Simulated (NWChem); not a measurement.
# GaSiH5O; SMILES [SiH3][O][GaH2]

```xyz
8

Ga     0.0499    -1.2153    -0.0166
H     -1.4793    -1.4514    -0.2434
H      1.2098    -2.2443     0.1396
O      0.5765     0.4885     0.0821
Si     0.0373     2.0492     0.0250
H      0.3500     2.7466     1.3098
H     -1.4450     2.1112    -0.1953
H      0.7085     2.7824    -1.0916
```
Atoms are numbered in this order, from 1.

Level: PBE0/def2-SVP (NWChem), optimised geometry, unscaled harmonic frequencies. 

| frequency (cm⁻¹) | IR intensity (km/mol) |
|---|---|
| 64 | 1.0 |
| 90 | 1.5 |
| 127 | 0.9 |
| 484 | 20.8 |
| 539 | 49.8 |
| 626 | 110.5 |
| 732 | 229.1 |
| 733 | 61.4 |
| 737 | 104.9 |
| 951 | 86.7 |
| 953 | 74.5 |
| 996 | 427.7 |
| 1036 | 267.9 |
| 2003 | 112.4 |
| 2027 | 149.7 |
| 2203 | 143.5 |
| 2227 | 165.1 |
| 2232 | 116.7 |

* **zero-point energy**: 26.8 kcal/mol
* **thermal correction to the enthalpy at 298.15 K (with zero-point energy)**: 31.2 kcal/mol
* **heat capacity Cv**: 19.2 cal/(mol K)
* **entropy at 298.15 K and 1 atm (symmetry number 1)**: 79.2 cal/(mol K)
* **dipole moment**: 1.32 D

Rigid rotor and harmonic oscillator; modes under 100 cm⁻¹ make the entropy uncertain.
